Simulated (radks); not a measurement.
Radial electron density D(r) = 4 pi r^2 rho(r) of an atom or ion with 27 electrons. Method: Dirac Kohn-Sham, BLYP, spin-unpolarised, spherical densities, point nucleus; computed with a radial shooting solver on a logarithmic mesh with Libxc functionals.

```
   r/bohr * D(r) (the largest magnitude, 55.5, reaches the edge; | marks zero)
 0.003731 |    *
  0.00424 |      *
 0.004781 |       *
 0.005434 |         *
 0.006176 |           *
 0.007019 |              *
 0.007914 |                *
 0.008995 |                   *
  0.01022 |                       *
  0.01162 |                          *
   0.0131 |                              *
  0.01489 |                                  *
  0.01692 |                                     *
  0.01923 |                                        *
  0.02169 |                                           *
  0.02465 |                                            *
  0.02801 |                                             *
  0.03184 |                                             *
   0.0359 |                                           *
   0.0408 |                                         *
  0.04637 |                                       *
   0.0527 |                                      *
  0.05942 |                                     *
  0.06753 |                                      *
  0.07676 |                                         *
  0.08724 |                                             *
  0.09836 |                                                 *
   0.1118 |                                                     *
   0.1271 |                                                      *
   0.1444 |                                                    *
   0.1628 |                                               *
   0.1851 |                                        *
   0.2103 |                                  *
    0.239 |                             *
   0.2695 |                            *
   0.3063 |                              *
   0.3482 |                                 *
   0.3957 |                                  *
   0.4461 |                                 *
   0.5071 |                             *
   0.5763 |                       *
    0.655 |                *
   0.7385 |          *
   0.8394 |      *
    0.954 |    *
    1.084 |   *
    1.222 |  *
    1.389 | *
    1.579 |*
    1.795 *
    2.024 *
      2.3 *
    2.614 *
    2.971 *
     3.35 *
```

What is the nuclear charge?

Answer. Z = 37. The innermost maximum, from 1s, lies near gamma/Z bohr with gamma = sqrt(1 - (Z/c)^2) = 0.963, here 0.026 bohr (found: 0.0282), and its height grows with Z. The density is that of the rubidium ion Rb10+ in [Ar] 3d7 4s2; the configuration itself is not fixed sharply by these data, and Z only to a few units. D(r) has 3 maxima, at r = 0.0282, 0.125, 0.405 bohr, and minima at 0.0580, 0.267 bohr, inside which lie 2.07, 11.03 electrons.
